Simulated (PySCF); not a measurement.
Hf(Cl)3(OSiH3) (Cl3H3HfOSi), SMILES [Cl][Hf]([O][SiH3])([Cl])[Cl], multiplicity 1. Heavy atoms are numbered as in [Hf:1]([Cl:2])([Cl:3])([Cl:4])[O:5][SiH3:6]. Hydrogens are named by the atom that carries them.

Geometry: B3LYP-D3(BJ)/def2-SVP. The multiplicity is an assumed one; other spin states were not compared. The isomer is the one that the SMILES or the coordinates give; other isomers of the formula were not compared. The def2 effective core potentials stand for the cores of Hf; spin–orbit coupling is left out. One conformer was computed; it need not be the lowest.

All values below come from PBE/def2-TZVP in PySCF.

ESP charges are fitted to the potential on shells at 1.4 to 2.0 van der Waals radii. Atomic charges (e), one atom of each kind:

| atom | Mulliken | Löwdin | ESP fit |
|---|---|---|---|
| Hf1 | ___ | -0.15 | 0.61 |
| Cl2 | ___ | 0.07 | -0.18 |
| O5 | ___ | -0.13 | -0.24 |
| Si6 (SiH3) | 0.24 | 0.16 | 0.33 |
| H on Si6 | -0.01 | -0.03 | -0.05 |

Q: Some entries are withheld; supply them. (An estimate is asked for; the answer gives what the named calculation found.)

A: 
- Hf1, Mulliken: 1.18
- Cl2, Mulliken: -0.31
- O5, Mulliken: -0.45
